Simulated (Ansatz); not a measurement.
C3H5 (SMILES [CH-]=CC), charge -1, singlet, at a GFN2-xTB geometry (a gas-phase anion, which may not be bound at this level); PBE0/pcseg-0 (Ansatz, a quantum-chemistry and plane-wave program).

The Ansatz input:
Ansatz 0.2 input:
```yaml
crystal:
  periodic: [false, false, false]
  atoms:
    - {symbol: C, position_ang: [1.35805982, 0.02312035, -0.00323503]}
    - {symbol: C, position_ang: [0.09892564, 0.45870450, -0.01716080]}
    - {symbol: H, position_ang: [2.08097321, 0.91930036, -0.03769013]}
    - {symbol: H, position_ang: [-0.29397552, 1.52858289, -0.05609412]}
    - {symbol: C, position_ang: [-1.06691089, -0.50759766, 0.02066702]}
    - {symbol: H, position_ang: [-0.69797393, -1.53441177, 0.05804749]}
    - {symbol: H, position_ang: [-1.71318980, -0.34673546, 0.89954519]}
    - {symbol: H, position_ang: [-1.71628136, -0.41209920, -0.86543564]}
basis:
  gaussian:
    orbitals: pcseg-0.json
hamiltonian:
  xc: pbe0
total_charge: -1
```
The basis file holds pcseg-0 in the JSON format of the Basis Set Exchange.

What the program printed (banner, timings and long lists left out):

```
Functional definition: PBE0
519 factors; integrals over basis functions are off by at most 4.9e-4 eV
mean field evaluation 1: about -3175.4342 eV, gradient 2.7e1 eV
mean field evaluation 2: about -3172.5074 eV, gradient 4.0e1 eV
mean field evaluation 4: about -3177.4784 eV, gradient 2.2e0 eV
mean field evaluation 8: about -3177.4769 eV, gradient 5.9e-2 eV
mean field -3177.47686317 eV, -116.7701209504 hartree, gradient 4.8e-5 eV, S^2 0.000000; 0 other end points of the search recorded, 0 dependent functions left out
reference -3177.47688190 eV, -116.7701216387 hartree; 12, 12 occupied and 25, 25 virtual orbitals, 519 factors
Total energy: -3177.47688190 eV, -116.7701216387 hartree
```
